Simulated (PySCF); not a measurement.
# O²⁺ (oxygen, charge +2) across methods

[He] 2s2 2p1 3s1, high-spin 3P determinant (an excited configuration). All numbers are calculated (PySCF 2.14, no relativity, point nucleus, in aug-cc-pVDZ (4s3p2d, 23 functions)).

```csv
method,E (hartree),mean ε 2s β (eV),mean ε 2p α (eV),mean ε 3s α (eV),Σ⟨r²⟩ (bohr²),⟨S²⟩
M06-2X,-72.0140,-72.750,-61.951,-20.262,14.45,2.001
wB97M-V,-72.0287,-72.942,-61.849,-20.925,14.54,2.001
PBE0,-71.9489,-70.223,-59.753,-19.341,14.61,2.001
PBE,-71.9372,-67.932,-56.809,-18.638,14.56,2.001
r2SCAN,-71.9687,-68.424,-58.006,-18.689,14.69,2.002
PW91,-71.9800,-68.012,-56.976,-18.674,14.54,2.001
UHF,-71.84882,-75.670,-68.067,-21.045,14.76,2.003
LDA,-71.4378,-67.626,-56.409,-18.652,14.51,2.000
BP86,-72.0056,-68.124,-56.871,-18.736,14.56,2.001
```

The outer electron is Rydberg-like, and this basis confines it to a smaller radius and binds it less than a complete one would.
